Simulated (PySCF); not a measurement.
C₉H₁₀O₂, SMILES O=C(CCc1ccccc1)O, singlet at its GFN2-xTB optimised geometry (Å):

```
21

O      2.6078     3.5402    -0.6477
C      2.2689     2.8558    -1.5735
O      2.5114     3.1992    -2.8480
C      1.5371     1.5420    -1.4882
C      1.3114     1.1029    -0.0390
C      0.5579    -0.1958     0.0011
C      1.2361    -1.4078    -0.0009
C      0.5424    -2.6050     0.0000
C     -0.8419    -2.6050     0.0000
C     -1.5275    -1.4023     0.0000
C     -0.8310    -0.2068    -0.0008
H      2.9790     4.0486    -2.8857
H      0.5832     1.6550    -2.0089
H      2.1149     0.7943    -2.0359
H      0.7549     1.8829     0.4828
H      2.2793     0.9966     0.4532
H      2.3170    -1.4126     0.0024
H      1.0832    -3.5402     0.0019
H     -1.3846    -3.5388     0.0024
H     -2.6078    -1.3957     0.0022
H     -1.3705     0.7299     0.0031
```

Level of theory: CAM-B3LYP/def2-SVP (PySCF 2.14.0).

Map of the Laplacian of the electron density (e/bohr⁵) on the plane z = 1.0 Å:

```
|                               |
|                               |
|                               |
|                               |
|                               |
|                               |
|                               |
|                               |
|                 .             |
|               .:-:.           |
|               .+%#=:.         |
|               :*@@%*-.        |
|           ....:+%@@@#:        |
|          .:--::+%@%@#:        |
|          .-+++++##*+-.        |
|          .=++##+++-:.         |
|         .:+*+##***-.          |
|        .:=*%#**#%#+-.         |
|        :=++**=-+#+++:.        |
|        :=++**=-+#+++:.        |
|        .:=*%#**#%#+-.         |
|         .:+*+##***-.          |
|          .=++##+++:           |
|          .-++++++=:           |
|          .:--::--:.           |
|           ...  ...            |
|                               |
|                               |
|                               |
|                               |
|                               |
```
Scale: ten equal steps from 0.000 (start of ' ') to 0.115 (end of '@'), in the order ' .:-=+*#%@'; x runs from -6.00 to 6.00, y from -6.00 (bottom) to 6.00 (top).
